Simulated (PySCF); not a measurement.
**CeF: frontier orbitals**

M06-2X at R = 2.011 Å; PySCF, spin-free X2C with a Gaussian nucleus, basis sets Ce x2c-SVPall, F x2c-SVPall. State: quartet, about 1.1 electrons in the 4f shell (Mulliken), real f orbitals that mix terms. Only the outer orbitals are listed, counted within each symmetry.

```
spin  orbital  occ.  ε (eV)  on Ce (%)   main shells (%)
   α       7π     1  -12.91          9            91 F p
   α       7π     1  -12.91          9            91 F p
   α      14σ     1  -12.81         16    83 F p, 8 Ce d
   α       3δ     1   -9.67        100          100 Ce f
   α      15σ     1   -4.75        100           87 Ce s
   α       4δ     1   -4.36        100          100 Ce d
   α       3δ     0   -0.54        100          100 Ce d
   α       8π     0   -0.47         99  55 Ce p, 44 Ce d
   α       8π     0   -0.47         99  55 Ce p, 44 Ce d
   β       7π     1  -12.90          9            91 F p
   β       7π     1  -12.90          9            91 F p
   β      14σ     1  -12.74         17    83 F p, 8 Ce d
   β      15σ     0   -2.50        100  89 Ce s, 12 Ce d
   β       3δ     0   -1.02        100          100 Ce d
   β       3δ     0   -0.83        100          100 Ce d
```

Question: Which are the highest filled and the lowest empty level, where do they sit, and how wide is the gap?

Answer: Highest filled α 4δ at -4.36 eV (in %: 100 Ce d); lowest empty β 15σ at -2.50 eV (in %: 89 Ce s, 12 Ce d); the gap at M06-2X is 1.86 eV.

| Property | Result |
| --- | --- |
| bond order (Mayer) | 1.12 |
| ⟨S²⟩ | 3.751 |
| charge on Ce (Mulliken, basis-dependent) | 0.35 |
| charge on Ce (Löwdin, basis-dependent) | 0.04 |
| dipole moment (positive dipole means Ce(−)F(+)) | -2.46 D |

Spin–orbit coupling is left out. With d or f electrons several states lie close, and the lowest PBE0 determinant need not be the measured ground state.
